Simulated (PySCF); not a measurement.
Species: `[SiH3]N([SiH3])[SiH]1N[SiH2]N1`. The columns A, B, C and D hold Mulliken, IAO, Hirshfeld and ESP-fitted charges (e) of one PBE0/pcSseg-1 density (PySCF), in a shuffled order. Coordinates in Å (GFN2-xTB); the density's dipole moment is (0.44, 0.09, -0.23) D.

```
atom       x       y       z       A       B       C       D
 Si1  -1.360   1.662   0.309  +0.747  +0.343  +0.428  +0.643
  N2  -1.100  -0.060   0.323  -1.046  -0.346  -0.514  -1.070
 Si3  -2.242  -1.224  -0.268  +0.736  +0.345  +0.465  +0.609
 Si4   0.509  -0.647   0.582  +1.218  +0.429  +0.837  +1.116
  N5   1.457  -1.001  -0.828  -0.975  -0.347  -0.924  -0.788
 Si6   2.677   0.203  -0.542  +1.039  +0.411  +0.890  +0.846
  N7   1.691   0.605   0.824  -0.964  -0.335  -0.909  -0.808
  H8  -0.853   2.204   1.572  -0.136  -0.081  -0.098  -0.110
  H9  -0.712   2.312  -0.834  -0.139  -0.080  -0.083  -0.087
 H10  -2.810   1.847   0.230  -0.131  -0.080  -0.094  -0.110
 H11  -2.003  -1.548  -1.680  -0.147  -0.084  -0.103  -0.092
 H12  -2.092  -2.433   0.543  -0.129  -0.077  -0.109  -0.093
 H13  -3.575  -0.648  -0.106  -0.120  -0.074  -0.092  -0.091
 H14   0.502  -1.706   1.589  -0.161  -0.082  -0.135  -0.088
 H15   1.310  -1.628  -1.596  +0.264  +0.112  +0.383  +0.183
 H16   2.755   1.258  -1.548  -0.160  -0.083  -0.158  -0.121
 H17   3.970  -0.382  -0.196  -0.162  -0.085  -0.166  -0.126
 H18   1.868   1.192   1.615  +0.266  +0.114  +0.384  +0.188
```

Task: Which column most likely holds the ESP-fitted charges?

Result: C. Σ q r misses the density's dipole by 0.01 D (C), 0.11 D (A), 0.21 D (B), 0.66 D (D). Charges fitted to the outside potential are the only set here that is tied to the molecule's multipoles.

Task: And the Hirshfeld charges?

Result: B. The mean sizes are 0.195 e (B), 0.376 e (C), 0.398 e (D), 0.474 e (A), and Hirshfeld charges are commonly the smallest of these schemes.

As computed, A = IAO, B = Hirshfeld, C = ESP-fitted, D = Mulliken.

The Mulliken scheme gives each basis function's population to the atom it is centred on and halves the overlap population of two atoms between them. The IAO scheme projects the occupied orbitals on a minimal set of polarised atomic orbitals and counts the electrons in each atom's part of it.

Isolated species at its GFN2-xTB geometry (one conformer only).

These values come from a run that also computed NMR shieldings. The run took 50 s of wall time (grids of density and orbitals included) on one thread of an Intel Xeon, on a shared host, and the process peaked at 0.88 GiB of memory.

Shape of the structure used: `[SiH3:1][N:2]([SiH3:3])[SiH:4]1[NH:5][SiH2:6][NH:7]1`: Si1–N2–Si4–N5 -94°.
